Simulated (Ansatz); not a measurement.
Born–Oppenheimer molecular dynamics of AlBrClH3 (6 atoms, charge 0, multiplicity 1). It starts at the highest image of a converged band, a first-order saddle point between two minima.

Method: Ansatz, UKS PBE0-D4/def2-SVP.

```yaml
ensemble: NVE (velocity Verlet)
time_step: 0.5 fs
steps_asked: 200
starting_velocities_drawn_for: 300 K
seed: 8663
```

Frames 2.5 fs apart, positions in Å.

Velocities at 55 fs (Å/ps):

```
Al 1.24 -0.15 0.05
Br -0.96 0.30 0.11
H 7.74 -3.01 1.01
H 0.09 -9.64 -3.85
H -16.89 -0.04 -3.70
Cl 1.49 -0.21 -0.10
```

```xyz
6
Properties=species:S:1:pos:R:3 time_fs=55 energy_less_start_eV=0.120 T=69
Al -0.512 -0.323 -0.457
Br 1.951 -0.283 0.015
H -0.751 0.264 -1.893
H -1.043 -1.518 0.246
H 0.924 0.740 1.053
Cl -0.545 1.230 1.268
6
Properties=species:S:1:pos:R:3 time_fs=57.5 energy_less_start_eV=0.042 T=220
Al -0.508 -0.322 -0.457
Br 1.949 -0.283 0.016
H -0.735 0.260 -1.892
H -1.060 -1.577 0.248
H 0.874 0.737 1.037
Cl -0.541 1.229 1.268
6
Properties=species:S:1:pos:R:3 time_fs=60 energy_less_start_eV=0.044 T=215
Al -0.502 -0.322 -0.457
Br 1.946 -0.282 0.016
H -0.727 0.264 -1.895
H -1.095 -1.665 0.254
H 0.819 0.733 1.014
Cl -0.537 1.230 1.268
6
Properties=species:S:1:pos:R:3 time_fs=62.5 energy_less_start_eV=0.101 T=105
Al -0.496 -0.324 -0.457
Br 1.943 -0.281 0.017
H -0.727 0.276 -1.899
H -1.124 -1.722 0.236
H 0.777 0.729 0.991
Cl -0.533 1.230 1.268
6
Properties=species:S:1:pos:R:3 time_fs=65 energy_less_start_eV=0.078 T=150
Al -0.490 -0.329 -0.456
Br 1.940 -0.280 0.017
H -0.736 0.293 -1.895
H -1.133 -1.722 0.186
H 0.766 0.728 0.975
Cl -0.530 1.232 1.269
6
Properties=species:S:1:pos:R:3 time_fs=67.5 energy_less_start_eV=0.008 T=284
Al -0.483 -0.337 -0.456
Br 1.937 -0.280 0.017
H -0.749 0.315 -1.879
H -1.124 -1.671 0.113
H 0.790 0.731 0.969
Cl -0.529 1.235 1.271
6
Properties=species:S:1:pos:R:3 time_fs=70 energy_less_start_eV=0.030 T=244
Al -0.477 -0.346 -0.456
Br 1.934 -0.279 0.017
H -0.764 0.340 -1.851
H -1.115 -1.615 0.039
H 0.838 0.741 0.975
Cl -0.528 1.238 1.272
6
Properties=species:S:1:pos:R:3 time_fs=72.5 energy_less_start_eV=0.048 T=207
Al -0.469 -0.353 -0.458
Br 1.931 -0.279 0.017
H -0.779 0.369 -1.820
H -1.131 -1.613 -0.009
H 0.888 0.761 0.989
Cl -0.527 1.241 1.274
6
Properties=species:S:1:pos:R:3 time_fs=75 energy_less_start_eV=0.011 T=279
Al -0.461 -0.358 -0.461
Br 1.928 -0.278 0.016
H -0.791 0.406 -1.792
H -1.176 -1.677 -0.027
H 0.924 0.788 1.008
Cl -0.526 1.244 1.276
6
Properties=species:S:1:pos:R:3 time_fs=77.5 energy_less_start_eV=0.050 T=205
Al -0.452 -0.363 -0.465
Br 1.925 -0.278 0.016
H -0.800 0.447 -1.770
H -1.219 -1.755 -0.032
H 0.930 0.820 1.028
Cl -0.525 1.247 1.278
6
Properties=species:S:1:pos:R:3 time_fs=80 energy_less_start_eV=0.072 T=162
Al -0.445 -0.368 -0.468
Br 1.922 -0.278 0.016
H -0.804 0.488 -1.753
H -1.233 -1.794 -0.042
H 0.899 0.855 1.046
Cl -0.523 1.250 1.280
6
Properties=species:S:1:pos:R:3 time_fs=82.5 energy_less_start_eV=0.004 T=293
Al -0.440 -0.376 -0.471
Br 1.920 -0.278 0.016
H -0.804 0.522 -1.734
H -1.208 -1.776 -0.062
H 0.831 0.894 1.063
Cl -0.520 1.253 1.282
```

Of the whole run (100 fs, mean temperature of the second half 216 K): The conserved energy stayed within 0.14 meV per atom of its start (net change -0.04 meV per atom), so the integration is sound. A run of 0.1 ps of so small a system gives no equilibrium averages. The orbitals were unrestricted but ended closed-shell.

The run took 5 min on 2 threads of INTEL(R) XEON(R) PLATINUM 8581C CPU @ 2.30GHz (Emerald Rapids), on a shared host, peak memory 0.27 GiB.
